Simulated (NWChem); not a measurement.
C₂H₆BBr

```
B
C 1 1.5623
H 2 1.0984 1 114.67
H 2 1.1016 3 110.06 1 127.58
H 2 1.1075 3 106.97 4 114.70
C 1 1.5627 2 123.90 3 156.44
H 6 1.0988 1 114.31 2 152.06
H 6 1.1011 7 110.06 1 127.81
H 6 1.1074 7 106.60 8 114.88
Br 1 1.9359 2 118.16 3 -23.48
```
Charge 0, spin multiplicity 1.

Everything below was run with NWChem. The geometry was optimised at PBE0/def2-SVP, a minimum by its harmonic frequencies.

The Hamiltonian is non-relativistic. B3LYP has NWChem's definition, with VWN1-RPA local correlation. The structure started from a generated list of species. No SCF solution was tested for a lower state.

Worked example. At B3LYP/def2-TZVP the molecule has a total energy of -2678.95825 Ha and the free atoms (multiplicities B 2, Br 2, C 3, H 2) B -24.66392, H -0.50215, Br -2574.14096, C -37.85948 Ha. The electronic atomisation energy is the atoms' sum less the molecule's energy.

1·(-24.66392) + 1·(-2574.14096) + 2·(-37.85948) + 6·(-0.50215) = -2677.53674 Ha for the atoms; less the molecule's energy this leaves 1.42151 Ha, or 892.0 kcal/mol (3732 kJ/mol), without zero-point, thermal or spin-orbit terms.
